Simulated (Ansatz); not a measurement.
Born–Oppenheimer molecular dynamics of H₅HfNO₃ (10 atoms, charge 0, multiplicity 1). It starts from a relaxed structure.

All numbers below come from RKS CAM-B3LYP-D4/def2-SVP in Ansatz 0.2.0.

- ensemble: NVE (velocity Verlet)
- time step: 1 fs
- steps asked: 150
- starting velocities drawn for: 400 K
- masses: H 2.014 u
- seed: 635146

First frame:

```xyz
10
Properties=species:S:1:pos:R:3
Hf -0.152 -0.126 0.062
O -0.187 -0.024 1.999
H -0.309 0.232 2.911
O 1.690 -0.190 -0.532
H 2.613 -0.353 -0.717
N -0.970 1.564 -0.757
H -1.953 1.701 -0.984
H -0.476 2.429 -0.966
O -1.262 -1.604 -0.517
H -1.710 -2.431 -0.684
```

(1) How far do the bonds stretch over the last three quarters of this one trajectory? (Pairs bonded in most of those frames.)

Answers

(1) 
| bond | mean (Å) | spread (Å) | shortest | longest |
| --- | --- | --- | --- | --- |
| Hf1–O2 | 1.947 | 0.029 | 1.90 | 2.00 |
| Hf1–O4 | 1.943 | 0.026 | 1.90 | 1.98 |
| Hf1–N6 | 2.055 | 0.014 | 2.02 | 2.08 |
| Hf1–O9 | 1.948 | 0.018 | 1.91 | 1.97 |
| O2–H3 | 0.958 | 0.011 | 0.94 | 0.98 |
| O4–H5 | 0.956 | 0.003 | 0.95 | 0.96 |
| N6–H7 | 1.021 | 0.026 | 0.97 | 1.07 |
| N6–H8 | 1.021 | 0.023 | 0.98 | 1.06 |
| O9–H10 | 0.960 | 0.019 | 0.93 | 0.99 |

Mean temperature of the second half: 227 K. The conserved energy stayed within 0.57 meV per atom of its start (net change 0.47 meV per atom), so the integration is sound. Over the second half the temperature averaged 0.57 of the 400 K drawn at the start: a run that starts near a minimum puts about half its kinetic energy into the potential. A run of 0.15 ps of so small a system gives no equilibrium averages.

Run time: 3.3 min on 4 threads of Intel(R) Xeon(R) Platinum 8488C (Sapphire Rapids) (shared host), peak memory 0.32 GiB.
